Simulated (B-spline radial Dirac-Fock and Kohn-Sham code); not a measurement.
**Elastic and transport cross sections of sulfur for positrons**

Method: relativistic (Dirac) partial waves in the static field of the Dirac-Fock atom, without polarisation or absorption potentials. Computed with a B-spline atomic structure program. Below a few hundred eV the neglected polarisation potential matters, most of all at small angles. σ_tr1 and σ_tr2 weight the cross section with 1 − P₁ and 1 − P₂ of cos θ; "backward" is the share scattered beyond 90°.

| energy (eV) | σ (a₀²) | σ_tr1 (a₀²) | σ_tr2 (a₀²) | σ/σ_tr1 | backward (%) |
| --- | --- | --- | --- | --- | --- |
| 109 | 12.8 | 2.87 | 5.16 | 4.46 | 5.7 |
| 308 | 8.52 | 1.06 | 2.10 | 8.05 | 2.5 |
| 350 | 8.02 | 0.923 | 1.85 | 8.69 | 2.3 |
| 510 | 6.64 | 0.611 | 1.25 | 10.9 | 1.7 |
| 589 | 6.14 | 0.519 | 1.07 | 11.8 | 1.6 |
| 790 | 5.20 | 0.372 | 0.771 | 14.0 | 1.3 |
| 1870 | 3.01 | 0.130 | 0.282 | 23.1 | 0.70 |
| 2140 | 2.74 | 0.109 | 0.238 | 25.0 | 0.62 |
| 2790 | 2.27 | 0.0766 | 0.170 | 29.6 | 0.49 |
| 4850 | 1.50 | 0.0347 | 0.0797 | 43.1 | 0.29 |
| 5100 | 1.44 | 0.0322 | 0.0742 | 44.7 | 0.28 |
| 6260 | ? | ? | ? | ? | ? |
| 9250 | 0.891 | 0.0128 | 0.0305 | 69.5 | 0.16 |
| 18500 | 0.494 | 0.00411 | 0.0101 | 120 | 0.078 |
| 37800 | 0.267 | 0.00122 | 0.00307 | 220 | 0.036 |
| 47100 | 0.222 | 0.000832 | 0.00212 | 267 | 0.028 |

**Question.** Fill in the row for 6.26 keV.

**Answer.** σ = 1.22 a₀², σ_tr1 = 0.0236 a₀², σ_tr2 = 0.0551 a₀², σ/σ_tr1 = 51.9, backward 0.23 %. The ratio σ/σ_tr1 is roughly the number of elastic collisions that randomise the direction.
